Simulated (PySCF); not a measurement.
# NMR problem set

Computed data (PySCF 2.14): geometry: GFN2-xTB, PBE0/pcSseg-1 with gauge-including orbitals. Relativity neglected, one averaged value for each set of equivalent atoms, single conformer, isolated molecule.

References, each an isolated molecule treated in the same way: TMS for ¹H and ¹³C. Where no couplings were computed, multiplicities follow the n + 1 count of equivalent neighbours, and m marks all less simple cases (inequivalent or close neighbours, rings, F or P nearby). Shifts are as computed. Against solution values, carbons near 30 ppm lie about +3 ppm off and those near 130 ppm about +5 ppm. Of 1211 compounds with measured shifts, 218 miss one by over three times the rms of a fit or turn the order of signals round; such compounds aren't used in these exercises.

**Question.** C6H11N3. ¹H NMR (400 MHz, computed): δ 7.81 (s, 2H), 3.72 (d, 2H), 1.71 (m, 1H), 0.96 (d, 6H). ¹³C{¹H} NMR (computed): δ 145.8 (CH), 54.7 (CH2), 37.0 (CH), 21.8 (CH3). Give a structure.

**Answer.** `CC(C)Cn1cnnc1`. Rings plus π bonds: 3 (1 ring in the answer). 4 carbon signals for 6 carbons: some carbons are equivalent by symmetry or fast rotation. Carbon types of the structure: 3 × CH, 1 × CH2, 2 × CH3, which accounts for all hydrogens. δC 145.8: aromatic CH between two ring heteroatoms. δH 7.81: hydrogen on an aromatic CH between two ring heteroatoms; the ring current deshields protons in the ring plane. δH 3.72: hydrogen on an sp3 CH2 bonded to N; its carbon carries N, hence the downfield position. δH 0.96: hydrogen on a methyl carbon; far from electronegative atoms and π systems.

The shifts were computed for this structure.

**Question.** C6H11N3. ¹H NMR (300 MHz, computed): δ 7.45 (s, 1H), 4.44 (q, 2H), 2.79 (q, 2H), 1.44 (t, 3H), 1.24 (t, 3H). ¹³C{¹H} NMR (computed): δ 155.6 (C), 137.1 (CH), 51.4 (CH2), 23.8 (CH2), 20.7 (CH3), 19.5 (CH3). Give a structure.

**Answer.** `CCc1cnn(CC)n1`. Rings plus π bonds: 3 (1 ring in the answer). 6 carbon signals for 6 carbons: no two carbons are equivalent. Carbon types of the structure: 1 × C, 1 × CH, 2 × CH2, 2 × CH3, which accounts for all hydrogens. δC 155.6: substituted aromatic carbon next to a ring nitrogen. δC 137.1: aromatic CH next to a ring nitrogen. δH 4.44: hydrogen on an sp3 CH2 bonded to N; its carbon carries N, which withdraws density. δH 2.79: hydrogen on an sp3 CH2 on an aromatic ring; benzylic-type position, deshielded by the ring.

The shifts were computed for this structure.
